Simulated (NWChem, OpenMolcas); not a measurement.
# Exact exchange and the HOMO–LUMO gap of CH5FOSi

CH5FOSi: 9 atoms, total charge 0, spin state singlet. SMILES: `C[SiH](O)F`. The shape is that of a PBE0-D4/def2-TZVP optimisation. This is one conformer, not always the lowest.

The HOMO–LUMO gap y, in eV, basis def2-SVP; a is the functional's share of exact exchange. Programs: NWChem 7.3.0, OpenMolcas 26.06.

| functional | program | a | y (eV) |
| --- | --- | --- | --- |
| revPBE | OpenMolcas | 0 | 7.66 |
| r2SCAN | OpenMolcas | 0 | 8.79 |
| B3LYP | OpenMolcas | 0.2 | ? |
| PBE0 | NWChem | 0.25 | 10.13 |
| BHLYP | OpenMolcas | 0.5 | 12.26 |

Fit y = c + s·a to the known rows and predict B3LYP.


1. Means of the 4 rows: a = 0.1875, y = 9.710.
2. Σ(Δa)² = 0.17188, Σ(Δa·Δy) = 1.38, so the slope is 1.38/0.17188 = 8.0289.
3. Intercept: 9.710 − (8.0289) × 0.1875 = 8.205. The largest residual of the fit is 0.59.
4. B3LYP: 8.205 + (8.0289) × 0.2 = 9.81 eV.

The run gave 9.47 eV, so the prediction is off by +0.34 eV, within the largest residual. Exact exchange lowers occupied levels and raises empty ones. The rows mix families of semi-local functionals, which the line can't see.
